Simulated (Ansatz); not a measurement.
Two structures of GeSiH₃F₃, closed shell, reached by relaxing down either side of one saddle point (PBE0-D4/def2-TZVP). Energies are electronic, without zero-point energy. Computed with Ansatz 0.2.0 (basis: def2-TZVPP and def2-QZVPP); correlated methods freeze the cores. Filled d shells of the heavier atoms are correlated. The def2 sets are not built for correlating such inner shells, so the correlated values are less sure here. Extrapolation: Hartree–Fock as exp(−7.88 √X), correlation as X^−2.97. First:

```xyz
8
angstrom
Ge -0.0581 -0.5269 1.0930
Si 0.0550 0.4985 -1.0340
F 0.2952 -0.5588 -2.1849
F -1.2790 1.2704 -1.3868
F 1.2333 1.5494 -1.1188
H -1.2186 -1.5281 1.1055
H -0.2893 0.5514 2.1575
H 1.2616 -1.2560 1.3686
```

Second:

| atom | x (Å) | y (Å) | z (Å) |
| --- | --- | --- | --- |
| Ge1 | 0.1861 | -0.9389 | 1.1776 |
| Si2 | -0.6509 | 1.5766 | -1.1537 |
| F3 | 0.3796 | -0.3368 | -0.4881 |
| F4 | -1.1443 | 0.7982 | -2.4727 |
| F5 | 0.7799 | 2.1201 | -1.6517 |
| H6 | -1.3100 | -1.2081 | 1.3287 |
| H7 | 0.7085 | 0.1871 | 2.0680 |
| H8 | 1.0511 | -2.1981 | 1.1918 |

Task: Which bonds change from the first to the second?

Result: GeSiH₃F₃ ([F][Si]([F])([F])[GeH3]) → GeH₃F ([F][GeH3]) + SiF₂; bonds formed: Ge1–F3; bonds broken: Ge1–Si2, Si2–F3.

Task: Give the saddle point's structure and its height above each. (To be estimated.)

Result: By the calculation: 62.71 kcal/mol above the first and 6.01 kcal/mol above the second (CCSD(T) at an estimated basis limit (MP2 extrapolated from triple and quadruple zeta, plus CCSD(T) − MP2 in triple zeta)).
| atom | x (Å) | y (Å) | z (Å) |
| --- | --- | --- | --- |
| Ge1 | 0.0921 | -0.7412 | 1.0676 |
| Si2 | -0.4255 | 1.1239 | -0.8852 |
| F3 | 0.5964 | -0.4342 | -0.7727 |
| F4 | -1.2189 | 0.7213 | -2.2188 |
| F5 | 0.7433 | 2.0624 | -1.4537 |
| H6 | -1.3927 | -1.0644 | 1.1969 |
| H7 | 0.6439 | 0.3378 | 1.9937 |
| H8 | 0.9615 | -2.0055 | 1.0721 |

T1 diagnostic: at most 0.014.

Losses and insertions of silylenes and their heavier kin drive the gas-phase chemistry of silicon and germanium vapour deposition.

Labels in which every atom is bracketed show which atoms are joined, not bond orders.

For scale, one of the runs: CCSD(T)/def2-TZVPP, 225 basis functions, launched by `ansatz run in.yaml --threads 8 --pin off --events-out ev --progress --plain --max-ram 19148MiB`. Time: 110 s of wall clock on 8 CPU threads of an Arm Neoverse V1; the host was shared. Peak host memory: 3.9 GiB.
